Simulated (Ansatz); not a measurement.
Two isomers of CH7BClNSi: A = `[SiH3]NCBCl`, B = `BN(C)[SiH2]Cl`.

Calculated with Ansatz (gas phase, PBE0-D4/def2-TZVP geometries, no zero-point term in ΔE). CCSD(T)/CBS adds triple-zeta CCSD(T) − MP2 to the extrapolated MP2 energy (def2 sets, frozen cores). DFT in def2-TZVPP. B3LYP here is the variant with VWN-RPA as its local correlation; programs differ in this. Each species was taken in one conformer, which may not be the lowest.

A:

Z-matrix (Å, degrees):
```
Si
N 1 1.722
H 1 1.495 2 114.8
H 1 1.487 2 107.7 3 118.9
H 1 1.485 2 108.1 3 -120.8
C 2 1.453 1 121.5 3 -68.5
H 2 1.009 1 116.1 3 76.0
B 6 1.559 2 115.1 1 -63.1
H 6 1.105 2 109.2 1 -176.3
H 6 1.101 2 114.2 1 67.5
Cl 8 1.748 6 119.0 2 165.2
H 8 1.191 6 123.7 2 -18.7
```

B:

```xyz
12

B    -0.7874    0.5427   -1.3550
N    -0.1657   -0.0045   -0.2271
C     0.0614   -1.4405   -0.0881
Si    0.3762    1.0087    1.0739
Cl    2.4232    0.8936    1.2470
H    -1.1699   -0.1868   -2.2252
H    -0.9291    1.7289   -1.4235
H    -0.3784   -1.9627   -0.9374
H    -0.3931   -1.8228    0.8308
H     1.1308   -1.6654   -0.0547
H    -0.1670    0.5017    2.3555
H    -0.0011    2.4071    0.8035
```

Which isomer does CCSD(T)/CBS put lower? Give the gap. (An estimate is asked.)

Computed: B, by 159.8 kJ/mol.

Give E(B) − E(A) in kJ/mol with CCSD/def2-TZVPP, r2SCAN-D4, ωB97M-V, B2PLYP, B3LYP-D4, B3LYP, MP2/def2-TZVPP. (Estimate.)

Ansatz gave: CCSD/def2-TZVPP -156.8, r2SCAN-D4 -155.1, ωB97M-V -156.8, B2PLYP -158.5, B3LYP-D4 -158.0, B3LYP -154.6, MP2/def2-TZVPP -162.6. None reverses the order clearly.

Largest T1 diagnostic: 0.011.

The D4 term adds −3.4 kJ/mol with B3LYP and −1.7 kJ/mol with PBE0; it sums over pairs of atoms, weighted by their polarisabilities, and B3LYP, whose exchange is more repulsive, gets the larger term.
